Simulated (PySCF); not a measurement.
Delta-SCF ions had no search for a lower state. 

## HOSi, SMILES `O=[SiH-]` (charge -1, multiplicity 1)

All values below come from ωB97X-D3(BJ)/def2-TZVPD (PySCF).

```json
{
  "HOMO": "-2.17 eV",
  "vertical detachment energy (Delta-SCF)": "2.17 eV",
  "total_energy": "-365.4054 Ha",
  "cost": "very roughly 9 core-seconds"
}
```

Bonds (Å): O1–Si2 1.564, Si2–H3 1.616. Angles (°): O1–Si2–H3 105.7.
Charge -1, spin multiplicity 1.
